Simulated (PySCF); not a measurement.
A search over the determinants of TeH

Unrestricted PBE0; Te aug-cc-pVDZ-PP with ECP28, H aug-cc-pVDZ; scalar-relativistic core potentials (PySCF 2.14). Outer shells of the fragments: Te 4d10 5s2 5p4; H 1s1.

Followed along the bond (rough minima from three points):

```tsv
2Ms+1	unpaired	⟨S²⟩ at the start	R at minimum (Å)	Te (eV)
2	π ↑	0.75	1.67	0.00
4	σ ↑, π ↑↑	3.75	none in the scan	≤ 3.50
```

Solutions found at the starting distance of 1.640 Å, counted from the lowest of them; the search is not exhaustive and high or unbound solutions are not listed, so other states can lie among these:

```tsv
2Ms+1	unpaired	term	E (eV)	⟨S²⟩	⟨Lz²⟩	μ (D)
2	π ↑	²Π	0.00	0.75	1.01	0.17
2	σ ↑	²Σ⁺	3.70	0.76	0.00	0.82
4	σ ↑, π ↑↑	⁴Σ⁻	4.00	3.75	0.00	-0.41
2	σ ↓, π ↑↑	mixed	4.36	1.76	0.00	-0.25
2	σ ↑, π ↑↓	mixed	4.56	1.76	2.02	-0.32
4	π ↑↑↑	⁴Π	6.59	3.76	1.00	0.45
4	σ ↑↑, π ↑	⁴Π	6.61	3.75	1.01	0.27
```

A term symbol is given only where ⟨S²⟩ and ⟨Lz²⟩ are close to those of a pure state; real π, δ and φ orbitals otherwise mix terms. A positive dipole means Te(−)H(+).

Spin–orbit coupling is left out. Counting both spins, an empty level lies below a filled one in some of these solutions, because spin and occupation are held.
